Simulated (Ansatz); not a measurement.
Consider the formal loss of a carbene: `C[N](C)[AlH2]` → `[CH2]` (triplet) + `C[NH][AlH2]`.

Program: Ansatz. Geometries: PBE0-D4/def2-TZVP. ΔE: electronic, gas phase. CCSD(T)/CBS is the MP2 limit (def2-TZVPP, def2-QZVPP) plus CCSD(T) − MP2 in def2-TZVPP, frozen cores. This one scheme is used for every species. DFT in def2-TZVPP. B3LYP here is the variant with VWN-RPA as its local correlation; programs differ in this. Triplets are unrestricted, without spin–orbit coupling.

| level | ΔE (kcal/mol) | difference from CCSD(T)/CBS |
| --- | --- | --- |
| LDA (SPW92) | 116.4 | 19.1 |
| PBE-D4 | 99.5 | 2.2 |
| revPBE-D4 | 96.8 | -0.5 |
| BLYP-D4 | 96.5 | -0.8 |
| r2SCAN-D4 | 92.2 | -5.1 |
| B97M-V | 97.7 | 0.4 |
| PBE0-D4 | 97.1 | -0.2 |
| B3LYP-D4 | 96.1 | -1.2 |
| r2SCANh-D4 | 91.7 | -5.6 |
| r2SCAN0-D4 | 91.0 | -6.3 |
| CAM-B3LYP-D4 | 97.0 | -0.3 |
| ωB97X-V | 100.2 | 2.9 |
| B2PLYP | 95.1 | -2.2 |
| PBE-QIDH | 96.5 | -0.8 |
| PBE | 97.7 | 0.4 |
| revPBE | 91.1 | -6.2 |
| BLYP | 92.5 | -4.8 |
| r2SCAN | 91.7 | -5.6 |
| PBE0 | 95.5 | -1.8 |
| B3LYP | 93.2 | -4.1 |
| r2SCAN0 | 90.5 | -6.8 |
| BHLYP | 91.0 | -6.3 |
| CAM-B3LYP | 95.5 | -1.8 |
| LC-ωPBE | 94.2 | -3.1 |
| RPA@PBE/def2-TZVPP | 94.1 | -3.2 |
| HF/def2-SVP | 64.5 | -32.8 |
| MP2/def2-SVP | 96.8 | -0.5 |
| CCSD/def2-SVP | 92.8 | -4.5 |
| CCSD(T)/def2-SVP | 95.0 | -2.3 |
| HF/def2-TZVPP | 61.6 | -35.7 |
| MP2/def2-TZVPP | 98.0 | 0.7 |
| SCS-MP2/def2-TZVPP | 98.2 | 0.9 |
| CCSD/def2-TZVPP | 92.2 | -5.1 |
| CCSD(T)/def2-TZVPP | 95.1 | -2.2 |
| HF/def2-QZVPP | 61.6 | -35.7 |
| MP2/def2-QZVPP | 99.3 | 2.0 |
| SCS-MP2/def2-QZVPP | 99.8 | 2.5 |
| HF/CBS(def2) | 61.6 | -35.7 |
| MP2/CBS(def2) | 100.3 | 3.0 |
| CCSD/CBS(def2) | 94.4 | -2.9 |
| CCSD(T)/CBS | 97.3 | 0 |

Largest T1 diagnostic among the species: 0.012.

The D4 term adds +2.9 kcal/mol with B3LYP and +1.6 kcal/mol with PBE0; it sums over pairs of atoms, weighted by their polarisabilities, and B3LYP, whose exchange is more repulsive, gets the larger term. At CCSD(T), def2-SVP lies −2.3 kcal/mol from the extrapolated value and def2-TZVPP −2.2 kcal/mol.
